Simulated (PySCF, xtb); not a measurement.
HfOCl, SMILES [O]=[Hf][Cl] (connectivity only; charge and spin as stated), neutral, multiplicity 2.

Harmonic wavenumbers (cm⁻¹) from GFN2-xTB (xtb) at its own minimum, in rising order: 82, 287, 762.

Problem. What does PySCF with B3LYP-D3(BJ)/def2-TZVP give at its own minimum? (Estimate from the structure and the level; the computed values follow.)

Solution. 163, 358, 943. Paired by order, the mean absolute difference is 111 cm⁻¹ and the zero-point energies are 1.6 and 2.1 kcal/mol.
